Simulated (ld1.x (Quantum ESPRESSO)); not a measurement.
# Pseudopotential generation for cerium: RRKJ, Wu–Cohen, scalar-relativistic.

- Element: Ce
- Generator: ld1.x (Quantum ESPRESSO) 7.5
- Type: norm-conserving RRKJ (Kleinman–Bylander form)
- Functional: Wu–Cohen
- Relativity: scalar-relativistic
- Frozen core: [Kr] 4d10
- Valence charge: 12
- Reference configuration: 4f1 5s2 5p6 5d1 6s1 6p0 (charge +1)
- Partial waves: 5s (bound): rc 2.30 bohr; 5p (bound): rc 2.40 bohr; 5d (bound): rc 3.90 bohr; 4f (bound): rc 1.10 bohr
- Local potential: all-electron potential smoothed inside 3.50 bohr (lloc = -1)
- Core correction: none
- rho0: 0.005

Occupied shells without a wave of their own: 6s. They enter only through the test configuration that unscreens the potential.

All-electron outer shells of the reference configuration (Wu–Cohen, scalar-relativistic, ld1.x):

| shell | level (eV) | outermost node (bohr) | outermost maximum (bohr) |
| --- | --- | --- | --- |
| 4p | -216.86 | 0.33 | 0.62 |
| 4d | -116.37 | 0.31 | 0.66 |
| 5s | -46.53 | 0.75 | 1.37 |
| 5p | -29.12 | 0.81 | 1.55 |
| 4f | -11.34 | – | 0.71 |
| 5d | -8.58 | 0.92 | 2.12 |
| 6s | -8.49 | 1.81 | 3.54 |
| 6p | -5.39 | 2.12 | 4.33 |

Calculated quality:

```json
{
  "Cutoffs needed": "160 Ry and 180 Ry (the cutoffs (Ry, on a coarse ladder) from which the occupation-weighted sum of valence levels, in a spherical-Bessel basis at the reference potential, stays within 10 and 1 mRy of its value at 400 Ry)",
  "Ghost test": "no extra level below or beside the all-electron valence levels (s, p, d, f tested) (spherical-Bessel basis up to 400 Ry, 20 bohr box)",
  "Configuration tests": "no test is counted, since the test run did not reproduce the reference configuration"
}
```

Generation and tests took about 3.6 s on one core of a shared server CPU.
